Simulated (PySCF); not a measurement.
Job file and geometry (Å, from GFN2-xTB) of an NMR shielding run on C3H6Al2Cl2O2, GIAO PBE0/pcSseg-1 NMR shielding, non-relativistic, gas phase (PySCF); density fitting, a coarse starting grid and PySCF grid level 2 are the driver's defaults:

```
$ OMP_NUM_THREADS=1 python probes_run.py task.json out

{"job": {"kind": "nmr", "xc": "PBE0", "basis": "pcSseg-1"}, "charge": 0, "multiplicity": 1}
O     -4.096520     0.510481    -0.522443
C     -3.022612     0.226297    -0.066092
C     -1.727672     0.396693    -0.759488
O     -0.649490    -0.001522    -0.058660
C     -1.659044     0.912829    -1.987742
Al     0.590036    -0.519118     0.900280
Cl     2.200730     0.953443     1.190705
Al     3.634997    -0.503347     0.423872
Cl     2.012347    -1.872557    -0.093496
H     -2.902190    -0.201603     0.949045
H     -2.565538     1.207975    -2.483904
H     -0.720814     1.043206    -2.498345
H      0.238724    -1.104074     2.251988
H      4.429572    -1.090951     1.606677
H      4.233061     0.050238    -0.885620
```

Task: Write the output of this run.

Result: 
```
coarse grid: 15648 points
cycle   1  E = -1672.6140671380  dE =  1.371e+00  |g| = 9.999e-01  |ddm| = 3.712e+00
cycle   2  E = -1672.1247866415  dE =  4.893e-01  |g| = 1.887e+00  |ddm| = 2.569e+00
cycle   3  E = -1672.7942150113  dE = -6.694e-01  |g| = 2.244e-01  |ddm| = 1.988e+00
cycle   4  E = -1672.8026960357  dE = -8.481e-03  |g| = 1.072e-01  |ddm| = 2.548e-01
cycle   5  E = -1672.8047103596  dE = -2.014e-03  |g| = 2.520e-02  |ddm| = 1.026e-01
cycle   6  E = -1672.8048231094  dE = -1.127e-04  |g| = 7.772e-03  |ddm| = 2.522e-02
cycle   7  E = -1672.8048341163  dE = -1.101e-05  |g| = 3.722e-03  |ddm| = 8.727e-03
cycle   8  E = -1672.8048375256  dE = -3.409e-06  |g| = 7.226e-04  |ddm| = 3.410e-03
final grid: 135544 points
cycle   9  E = -1672.8754413203  dE = -1.362e-05  |g| = 1.379e-02  |ddm| = 2.175e-02
cycle  10  E = -1672.8753528585  dE =  8.846e-05  |g| = 2.567e-02  |ddm| = 2.770e-02
cycle  11  E = -1672.8754740230  dE = -1.212e-04  |g| = 2.294e-03  |ddm| = 2.004e-02
cycle  12  E = -1672.8754748680  dE = -8.450e-07  |g| = 6.887e-04  |ddm| = 2.253e-03
cycle  13  E = -1672.8754749436  dE = -7.560e-08  |g| = 1.792e-04  |ddm| = 6.125e-04
cycle  14  E = -1672.8754749503  dE = -6.690e-09  |g| = 5.337e-05  |ddm| = 1.780e-04
cycle  15  E = -1672.8754749509  dE = -6.389e-10  |g| = 1.733e-05  |ddm| = 5.047e-05
converged SCF energy = -1672.8754749509

GIAO shielding tensors (ppm)
atom      isotropic    diamagn.    paramagn.     s11        s22        s33       span
  0 O     -339.648     392.947    -732.594   -960.402   -421.498    362.958   1323.360
  1 C       -7.453     248.205    -255.658    -93.019     -9.977     80.638    173.657
  2 C       27.435     248.035    -220.600    -78.127     63.898     96.534    174.661
  3 O      214.457     400.512    -186.055    137.048    228.566    277.756    140.708
  4 C       78.576     254.754    -176.178    -17.335     83.735    169.328    186.663
  5 Al     483.323     796.884    -313.561    438.722    466.593    544.654    105.932
  6 Cl     901.120    1152.319    -251.199    811.494    883.294   1008.573    197.078
  7 Al     415.655     795.251    -379.596    359.807    378.435    508.724    148.916
  8 Cl     901.044    1152.134    -251.090    811.637    883.121   1008.374    196.737
  9 H       22.189      28.353      -6.164     20.539     21.221     24.807      4.268
 10 H       25.808      29.273      -3.465     23.910     24.961     28.552      4.643
 11 H       26.594      32.748      -6.154     24.621     24.639     30.521      5.900
 12 H       27.555      29.964      -2.409     23.487     24.977     34.201     10.714
 13 H       27.145      27.900      -0.755     23.976     24.200     33.259      9.283
 14 H       27.118      28.902      -1.784     23.946     24.069     33.340      9.394
```

Size and cost of the density-fitted run: 211 basis functions, 75 s wall time on 1 thread of an Arm Neoverse N1, shared host; peak memory 0.94 GiB.
